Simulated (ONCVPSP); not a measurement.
# Logarithmic derivatives: Ba, ONCV

```json
{
  "Element": "barium (Ba)",
  "Generator": "ONCVPSP 4.0.1",
  "Type": "optimised norm-conserving Vanderbilt (ONCV)",
  "Functional": "PBE",
  "Relativity": "fully relativistic",
  "Frozen core": "[Kr] 4d10",
  "Valence charge": "10",
  "Reference configuration": "5s2 5p6 6s1 (charge +1)",
  "Partial waves": "5s+6s: rc 2.25 bohr, ncon 3, nbas 6, qcut 4.5 1/bohr, 2 projectors; 5p: rc 2.30 bohr, ncon 4, nbas 9, qcut 6.5 1/bohr, 3 projectors, debl 2.5 Ha; d scattering state at 0.43 Ha: rc 2.15 bohr, ncon 3, nbas 6, qcut 4 1/bohr, 2 projectors, debl 1.6 Ha",
  "Local potential": "polynomial inside 2.15 bohr (lpopt 5, dvloc0 1 Ha)",
  "Core correction": "Teter function, fcfact 3.25, rcfact 1.5"
}
```

Open shells are filled in proportion to 2j + 1.

In the d channel the program set the typed energies aside and used 0.050, 1.650 Ha (j = l + 1/2; the other j can differ).

The phase is arctan(r·R′/R) of the radial function R(r), unwrapped; energies in Ha, scanned from -3 to 5 Ha. A pole is an energy at which the radial function vanishes at the test radius. The pseudo phase is shifted by a multiple of π to meet the all-electron one at the reference energy, and phase errors are pseudo minus all-electron; the curves can meet again beyond the range given. Levels narrower than the energy grid can be missing from the lists of poles.

Q: For each channel, where are the poles, and over which energies does the pseudopotential scatter like the atom?

A:

```json
{"channel": "s", "radius (bohr)": "2.29", "reference energy (Ha)": "-0.28", "poles, all-electron": "-0.98, 4.35", "poles, pseudo": "-0.98, 3.00", "unbroken range about the reference energy with phases within 0.05 rad": "below 1.0", "phase error 1 Ha above the reference energy (rad)": "-0.013"}
{"channel": "p3/2", "radius (bohr)": "2.33", "reference energy (Ha)": "-0.87", "poles, all-electron": "-0.15", "poles, pseudo": "-0.15", "unbroken range about the reference energy with phases within 0.05 rad": "the whole range", "phase error 1 Ha above the reference energy (rad)": "-0.000"}
{"channel": "p1/2", "radius (bohr)": "2.33", "reference energy (Ha)": "-0.95", "poles, all-electron": "-0.32, 4.79", "poles, pseudo": "-0.32, 4.79", "unbroken range about the reference energy with phases within 0.05 rad": "the whole range", "phase error 1 Ha above the reference energy (rad)": "-0.000"}
{"channel": "d5/2", "radius (bohr)": "2.18", "reference energy (Ha)": "0.05", "poles, all-electron": "1.57", "poles, pseudo": "1.57", "unbroken range about the reference energy with phases within 0.05 rad": "below 3.4", "phase error 1 Ha above the reference energy (rad)": "-0.000"}
{"channel": "d3/2", "radius (bohr)": "2.18", "reference energy (Ha)": "0.05", "poles, all-electron": "1.52", "poles, pseudo": "1.52", "unbroken range about the reference energy with phases within 0.05 rad": "below 3.4", "phase error 1 Ha above the reference energy (rad)": "-0.000"}
```

Phases in the p3/2 channel:

```json
{"E (Ha)": "-2.98", "all-electron": "1.284", "pseudo": "1.284"}
{"E (Ha)": "-2.54", "all-electron": "1.224", "pseudo": "1.224"}
{"E (Ha)": "-2.10", "all-electron": "1.108", "pseudo": "1.108"}
{"E (Ha)": "-1.66", "all-electron": "0.793", "pseudo": "0.793"}
{"E (Ha)": "-1.22", "all-electron": "-0.437", "pseudo": "-0.437"}
{"E (Ha)": "-0.78", "all-electron": "-1.287", "pseudo": "-1.287"}
{"E (Ha)": "-0.34", "all-electron": "-1.516", "pseudo": "-1.516"}
{"E (Ha)": "0.10", "all-electron": "-1.633", "pseudo": "-1.633"}
{"E (Ha)": "0.54", "all-electron": "-1.732", "pseudo": "-1.732"}
{"E (Ha)": "0.98", "all-electron": "-1.862", "pseudo": "-1.862"}
{"E (Ha)": "1.42", "all-electron": "-2.135", "pseudo": "-2.135"}
{"E (Ha)": "1.86", "all-electron": "-3.068", "pseudo": "-3.068"}
{"E (Ha)": "2.30", "all-electron": "-4.112", "pseudo": "-4.112"}
{"E (Ha)": "2.74", "all-electron": "-4.412", "pseudo": "-4.412"}
{"E (Ha)": "3.18", "all-electron": "-4.532", "pseudo": "-4.532"}
{"E (Ha)": "3.62", "all-electron": "-4.598", "pseudo": "-4.598"}
{"E (Ha)": "4.06", "all-electron": "-4.643", "pseudo": "-4.643"}
{"E (Ha)": "4.50", "all-electron": "-4.676", "pseudo": "-4.676"}
{"E (Ha)": "4.94", "all-electron": "-4.705", "pseudo": "-4.705"}
```
